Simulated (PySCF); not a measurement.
**Bond length, frequency and bond energy of BiCl⁺ by level of theory**

State: ²Π (doublet), unpaired electrons π ↑. Set-up: basis Bi cc-pVDZ-PP with ECP60, Cl cc-pV(D+d)Z; scalar-relativistic core potentials; PySCF 2.14. De refers to Bi⁺ + Cl in their high-spin ground configurations, without counterpoise correction. The functionals are run spin-unrestricted. A positive dipole points towards Cl; it is taken about the centre of mass and depends on that origin.

| Level | Re (Å) | ωe (cm⁻¹) | De (eV) | μ (D) |
| --- | --- | --- | --- | --- |
| UHF | 2.365 | 403 | n/a | -3.01 |
| UHF-MP2 | 2.365 | 402 | n/a | n/a |
| UHF-SCS-MP2 | 2.372 | 396 | n/a | n/a |
| UHF-CCSD | 2.376 | 393 | n/a | n/a |
| UHF-CCSD(T) | 2.384 | 384 | n/a | n/a |
| PBE | 2.388 | 378 | n/a | -1.68 |
| PW91 | 2.388 | 378 | n/a | -1.64 |
| r²SCAN | 2.374 | 390 | n/a | -1.95 |
| TPSSh | 2.376 | 388 | n/a | -1.98 |
| PBE0 | 2.362 | 398 | n/a | -2.07 |
| M06-2X | 2.368 | 398 | n/a | -2.53 |

(1) What does the step from GGA to meta-GGA do here, going from PBE to r²SCAN?

(2) What does second-order correlation do here, going from UHF to UHF-MP2?

(3) What does the triples do here, going from UHF-CCSD to UHF-CCSD(T)?

Correlated steps freeze 9 core orbitals. These are scalar-relativistic numbers at best; spin–orbit coupling would shift them, the dissociation energy most. The state was picked by a PBE0 search and need not be the measured ground state.

Answers

(1) r²SCAN less PBE: -1.4 pm in Re, +3.2 % in ωe. 

(2) UHF-MP2 less UHF: +0.0 pm in Re, -0.2 % in ωe. Correlation nearly always deepens the well. The bond length hardly moves.

(3) UHF-CCSD(T) less UHF-CCSD: +0.8 pm in Re, -2.3 % in ωe. Correlation nearly always deepens the well. The bond lengthens, as in strong covalent bonds, where excitations into antibonding orbitals dominate.
